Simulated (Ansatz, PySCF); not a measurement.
Gas-phase reaction in SMILES: [O]B(O)Cl → [O-]B(O)Cl (an electron is taken up)
Structures are relaxed separately at B3LYP-D3(BJ)/def2-TZVP in Ansatz (a program for electronic structure), one conformer each, not searched for the lowest. Frequencies are from Ansatz.

Quantity: adiabatic electron affinity (0 K, with B3LYP-D3(BJ) harmonic zero-point energies), positive where the reaction releases energy, in eV. Cores are frozen in the correlated levels unless marked. UHF or UKS for open shells. Spin-orbit coupling is left out. No relativistic terms. Anions need diffuse functions: aug- sets have them; def2-D sets add few; the other sets have none. Basis-set limits of correlation are two-point, X^-3; Hartree-Fock from the larger set. [CCSD(T)-MP2]/basis is that difference in the basis named.

| level | program | adiabatic electron affinity (eV) | minus last row |
|---|---|---|---|
| HF/aug-cc-pV(D+d)Z | Ansatz | 1.97 | -1.84 |
| HF/cc-pwCVTZ | Ansatz | 1.78 | -2.03 |
| HF-D4/def2-TZVPD | PySCF + dftd4 | 1.96 | -1.85 |
| PBE/def2-TZVPD | Ansatz | 3.62 | -0.19 |
| BLYP/def2-TZVPD | Ansatz | 3.58 | -0.23 |
| r2SCAN/def2-TZVPD | Ansatz | 3.48 | -0.33 |
| TPSSh/def2-TZVPD | PySCF | 3.46 | -0.35 |
| r2SCANh-D4/def2-TZVPD | Ansatz + dftd4 | 3.45 | -0.36 |
| LC-wPBE-D3(BJ)/def2-TZVPD | Ansatz + dftd3 | 3.65 | -0.16 |
| B2GP-PLYP/def2-TZVPD | Ansatz | 3.69 | -0.12 |
| B2PLYP/def2-TZVPD | Ansatz | 3.69 | -0.12 |
| PBE-QIDH/def2-TZVPD | Ansatz | 3.60 | -0.21 |
| RI-MP2/cc-pV(Q+d)Z | Ansatz | 3.99 | 0.18 |
| SCS-MP2/STO-3G | Ansatz | -1.58 | -5.39 |
| SCS-MP2/cc-pwCVTZ | Ansatz | 3.61 | -0.20 |
| CCSD/STO-3G | Ansatz | -1.73 | -5.54 |
| CCSD/aug-cc-pV(T+d)Z | Ansatz | 3.52 | -0.29 |
| CCSD(T)/6-31G* | Ansatz | 2.82 | -0.99 |
| CCSD(T)/cc-pVTZ | Ansatz | 3.41 | -0.40 |
| CCSD(T)/cc-pwCVTZ | Ansatz | 3.41 | -0.40 |
| RI-MP2/CBS(aug-cc-pV(T+d)Z,aug-cc-pV(Q+d)Z)+[CCSD(T)-MP2]/aug-cc-pV(T+d)Z | Ansatz | 3.81 | 0.00 |
